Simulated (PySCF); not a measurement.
The multiplicity is imposed and other spin states were not computed.

Cartesian coordinates (Å):
```xyz
4

Zn    -0.0262    -0.0529     0.0399
F      0.3329     1.4874     0.7769
O     -0.2662    -1.5989    -0.7973
H     -1.0584    -2.0601    -0.4635
```
Charge 0, spin multiplicity 1.

### Question
Predict the LUMO, HOMO–LUMO gap, charge on the central atom (Mulliken), charge on the central atom (meta-Löwdin), total energy, dipole moment and HOMO from PySCF with TPSSh-D3(BJ)/def2-TZVP // PBE-D3(BJ)/def2-SVP.

### Answer

```
Quantity                                          Value
----------------------------------------  -------------
LUMO                                           -1.92 eV
HOMO–LUMO gap                                   5.92 eV
charge on the central atom (Mulliken)            0.76 e
charge on the central atom (meta-Löwdin)         1.34 e
total energy                              -1955.1747 Ha
dipole moment                                    2.03 D
HOMO                                           -7.84 eV
```
